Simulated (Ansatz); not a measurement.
The pair A = H2O (SMILES O) (first 3 atoms), B = CH2O (SMILES C=O); geometry from B3LYP-D3(BJ)/def2-TZVP.
(charge 0, multiplicity 1):
```xyz
7

O      0.2747    -0.1146     0.5396
H     -0.4627    -0.4410     1.0783
H     -0.0426    -0.1115    -0.3678
C     -0.3464    -0.3362     3.5863
O     -1.2253    -0.7603     2.8809
H      0.5738     0.1012     3.1637
H     -0.4289    -0.3694     4.6874
```

Cores are frozen in the correlated methods.

Programs: Ansatz (Gaussian orbitals). Each number belongs to the level named beside it.

Total energies (hartree), monomers frozen at their geometry in the pair:

| structure | HF/aug-cc-pVDZ | MP2/aug-cc-pVTZ | CCSD(T)/aug-cc-pVTZ |
|---|---|---|---|
| AB | -189.9327859 | -190.6539697 | -190.6939211 |
| A in the pair's basis | -76.0411041 | -76.3291523 | -76.3424924 |
| B in the pair's basis | -113.8856562 | -114.3166887 | -114.3432402 |
| A | -76.0407920 | -76.3288301 | -76.3421740 |
| B | -113.8853126 | -114.3162659 | -114.3428333 |

Problem. Work out the interaction energy without and with the counterpoise correction, and the superposition error, for each level.

Solution. 
E(AB) − E(A) − E(B), times 627.509 kcal/mol, with the monomers in their own basis and then in the pair's basis:
- HF/aug-cc-pVDZ: -4.19 uncorrected, -3.78 corrected; the monomers gain 0.41 kcal/mol from borrowed functions
- MP2/aug-cc-pVTZ: -5.57 uncorrected, -5.10 corrected; the monomers gain 0.47 kcal/mol from borrowed functions
- CCSD(T)/aug-cc-pVTZ: -5.59 uncorrected, -5.14 corrected; the monomers gain 0.46 kcal/mol from borrowed functions

Ansatz is a first-principles code.
